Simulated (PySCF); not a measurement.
# Bond lengths and vibrations by method: Ge2H3NO

Calculated results; nothing here was measured. The program is PySCF 2.14.0, an open-source quantum chemistry code, run on an isolated molecule that a program drew, which may never have been made. The molecule is Ge2H3NO (charge 0, singlet), drawn as the SMILES string `[O]=[GeH][NH][GeH]`.

The geometry was optimised and harmonic frequencies were computed with HF and MP2, all in the cc-pVDZ basis, for the commonest isotopes, with a restricted reference for singlets and an unrestricted one otherwise, and a frozen core in MP2. Germanium has the cc-pVDZ-PP basis, with a core potential (ECP10MDF) in place of its 10 inner electrons, and its 3s, 3p and 3d shells are frozen in MP2. Each result is a local minimum of its method.

Geometry at the HF minimum:
```xyz
7
Ge2H3NO, angstrom
O     1.2867    0.7644   -3.9141
Ge    1.7888    1.5642   -2.6009
N     0.6927    2.1371   -1.2960
Ge   -1.1627    1.9269   -1.2005
H     3.2213    1.9556   -2.2561
H     1.1529    2.6208   -0.5429
H    -1.2563    2.6905    0.1956
```

Lengths of the bonds as drawn, in Å (atoms numbered as above):
```
  bond     HF    MP2
O1-Ge2  1.617  1.659
Ge2-N3  1.798  1.838
N3-Ge4  1.870  1.882
Ge2-H5  1.525  1.538
 N3-H6  1.006  1.025
Ge4-H7  1.594  1.601
```

Rotational constants, in GHz:
| constant | HF | MP2 |
|---|---|---|
| A | 9.843 | 9.383 |
| B | 1.083 | 1.059 |
| C | 0.9753 | 0.9515 |

Harmonic frequencies in cm^-1, each column in rising order, so a row needn't be the same motion in every method:
```
rank,HF,MP2
1,107,94
2,132,105
3,245,241
4,271,243
5,550,483
6,553,517
7,698,656
8,757,713
9,856,798
10,905,838
11,1047,989
12,1258,1125
13,1959,1926
14,2264,?
15,3772,3549
```

**Estimate the missing MP2 frequency from the HF column.**

A single factor s that minimises the squared misfit of MP2 against s times HF over the other rows is sum(HF x MP2) / sum(HF^2) = 0.9429, with an rms misfit of 30 cm^-1. For rank 14 it gives 0.9429 x 2264 = 2135 cm^-1. The calculation gives 2167 cm^-1, 32 cm^-1 above the estimate. The drawn bonds are on average 1.4 % longer in MP2 than in HF.
